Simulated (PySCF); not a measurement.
Ca (SMILES [Ca+]), charge +1, doublet. Base run: B3LYP/def2-SV(P) (PySCF).

Input for PySCF:
```python
from pyscf import gto, scf, dft

mol = gto.M(
    atom='''
Ca    0.00000000    0.00000000    0.00000000
''',
    basis='def2-sv(p)',
    charge=1,
    spin=1,
    verbose=4,
)

mf = dft.UKS(mol)
mf.xc = 'b3lyp'
mf.kernel()
```

Each row names what was changed in the base input (with any setting that the change needs).

```json
[
 {"change": "base", "ΔE vs base (mEh)": "0.000", "fitting functions": "-", "outcome": "converged"},
 {"change": "auxbasis = cc-pvqz-jkfit", "ΔE vs base (mEh)": "-", "fitting functions": "-", "outcome": "input refused"},
 {"change": "auxbasis = even-tempered beta=1.6", "ΔE vs base (mEh)": "0.000", "fitting functions": "394", "outcome": "converged"},
 {"change": "auxbasis = even-tempered beta=3.0", "ΔE vs base (mEh)": "-7.660", "fitting functions": "170", "outcome": "converged"},
 {"change": "auxbasis = cc-pvdz-jkfit", "ΔE vs base (mEh)": "-", "fitting functions": "-", "outcome": "input refused"},
 {"change": "auxbasis = autoaux", "ΔE vs base (mEh)": "-0.003", "fitting functions": "237", "outcome": "converged"},
 {"change": "only_dfj = on; auxbasis = def2-universal-jfit", "ΔE vs base (mEh)": "-0.009", "fitting functions": "56", "outcome": "converged"},
 {"change": "auxbasis = def2-universal-jfit", "ΔE vs base (mEh)": "952.5", "fitting functions": "56", "outcome": "converged"},
 {"change": "auxbasis = cc-pvtz-jkfit", "ΔE vs base (mEh)": "-", "fitting functions": "-", "outcome": "input refused"},
 {"change": "auxbasis = even-tempered beta=2.0", "ΔE vs base (mEh)": "-0.003", "fitting functions": "275", "outcome": "converged"}
]
```

A fitting set is made for a task (jfit for Coulomb, jkfit for Coulomb and exchange, ri for correlation) and for a family of orbital bases.

Open shells are given as the SCF converged; they aren't shown to be the lowest states, and a large step between rows can be another state.

- auxbasis = cc-pvqz-jkfit: ended with `pyscf.lib.exceptions.BasisNotFoundError: Basis set not found for Ca in cc-pvqz-jkfit`
- auxbasis = cc-pvdz-jkfit: ended with `pyscf.lib.exceptions.BasisNotFoundError: Basis set not found for Ca in cc-pvdz-jkfit`
- auxbasis = cc-pvtz-jkfit: ended with `pyscf.lib.exceptions.BasisNotFoundError: Basis set not found for Ca in cc-pvtz-jkfit`
